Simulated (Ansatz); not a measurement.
Computed with Ansatz.

A structure relaxed at PBE0-D4/def2-TZVP, charge 0, multiplicity 1:

Cartesian coordinates in Å:
```
N 0.693 0.551 1.608
Mo -0.065 0.131 0.107
N -1.481 1.042 -0.299
N 1.241 0.438 -1.303
N -0.598 -1.737 0.235
H 0.804 1.066 2.470
H -2.194 1.744 -0.159
H 0.998 0.768 -2.223
H 2.234 0.489 -1.140
H -1.434 -2.106 -0.190
H -0.198 -2.386 0.893
```

**Question.** Give its formula and SMILES.

**Answer.** H6MoN4, `[NH]=[Mo](=[NH])([NH2])[NH2]`.

**Question.** Point group (tolerance 0.08 Å, 0.16 Å for H)?

**Answer.** C2v.

**Question.** Summarise the bond lengths by kind.

**Answer.** 4 × Mo–N 1.733 to 1.947 Å; 6 × H–N 1.007 to 1.010 Å.
